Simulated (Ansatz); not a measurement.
A run on ClF2GeH3Si (`F[Si](F)(Cl)[GeH3]`) with other settings.

```yaml
crystal:
  periodic: [false, false, false]
  atoms:
    - {symbol: F, position_ang: [-0.026593, -1.851410, 1.319135]}
    - {symbol: Si, position_ang: [0.514550, -1.016965, 0.085393]}
    - {symbol: F, position_ang: [2.082760, -0.895820, 0.278470]}
    - {symbol: Cl, position_ang: [0.183046, -2.113962, -1.593860]}
    - {symbol: Ge, position_ang: [-0.503058, 1.118370, -0.016548]}
    - {symbol: H, position_ang: [-0.202206, 1.891981, 1.273037]}
    - {symbol: H, position_ang: [0.060361, 1.875164, -1.224776]}
    - {symbol: H, position_ang: [-2.016661, 0.935540, -0.176550]}
basis:
  gaussian: {orbitals: def2-TZVPP}
hamiltonian: {xc: {name: revPBE0}, dispersion: d3bj}
```

```sh
$ ansatz run in.yaml --threads 4 --pin off --events-out ev --progress --plain --max-ram 10444MiB
```

It prints (some lines left out):

```
Functional definition: revPBE0
1506 factors; their error is unknown
mean field evaluation 1: about -82396.2396 eV, gradient 4.6e1 eV
mean field evaluation 2: about -82392.8566 eV, gradient 6.8e1 eV
mean field evaluation 4: about -82398.8967 eV, gradient 1.3e0 eV
mean field evaluation 8: about -82399.2390 eV, gradient 3.1e-2 eV
mean field -82399.23898267 eV, -3028.1161804029 hartree, gradient 1.7e-5 eV, S^2 0.000000; 0 other end points of the search recorded, 0 dependent functions left out
reference -82399.23902121 eV, -3028.1161818192 hartree; 42, 42 occupied and 194, 194 virtual orbitals, 1506 factors
Total energy: -82399.64152431 eV, -3028.1309735354 hartree
```

Run time 3.3 s (4 threads of an Arm Neoverse V1 on a shared host); peak host memory 0.62 GiB.
